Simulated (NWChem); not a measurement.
# Si3H6, singlet; SMILES [Si]([SiH3])[SiH3]

Program: NWChem. Low-valent species are run as closed-shell singlets; no triplet was tried in these runs. The geometry was optimised at PBE0/def2-SVP. Level: PBE0/def2-SVP with SMD (1 M gas to 1 M solution), gas-phase geometry. Reactions with the solvent are ignored.

Order these by “cavity-dispersion-structure term (kcal/mol)”, lowest first: dichloromethane; water; N,N-dimethylformamide; dimethyl sulfoxide.

dichloromethane (-0.8), N,N-dimethylformamide (0.3), dimethyl sulfoxide (1.0), water (3.2)
